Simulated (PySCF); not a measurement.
## Basis-set dependence of KCl at CCSD(T)

PySCF, RHF reference; singlet, unpaired electrons none; De to K + Cl without counterpoise correction. Frozen cores follow the default of each basis and core potential.

```csv
basis,relativity,functions,Re (Å),ωe (cm⁻¹),De (eV),frozen orbitals
def2-SVP,no relativity,42,2.688,292,3.63,10
def2-SVPD,no relativity,54,2.763,264,4.20,10
def2-TZVPP,no relativity,75,2.713,277,4.08,10
```

**Question.** How does each smaller set differ from the one with most functions, def2-TZVPP?

**Answer.** def2-SVP: -2.5 pm, +5.4 % in ωe, -0.45 eV in De; def2-SVPD: +5.0 pm, -4.7 % in ωe, +0.12 eV in De. All at CCSD(T); the set with most functions is neither the basis-set limit nor always the best.

Correlated steps freeze 10 core orbitals. Correlated levels converge slowly with the basis: in double zeta they bind strong bonds too weakly, by up to about 1 eV, and carry superposition errors of some tenths. Where the molecule has an RHF reference, its open-shell atoms are computed with UHF.
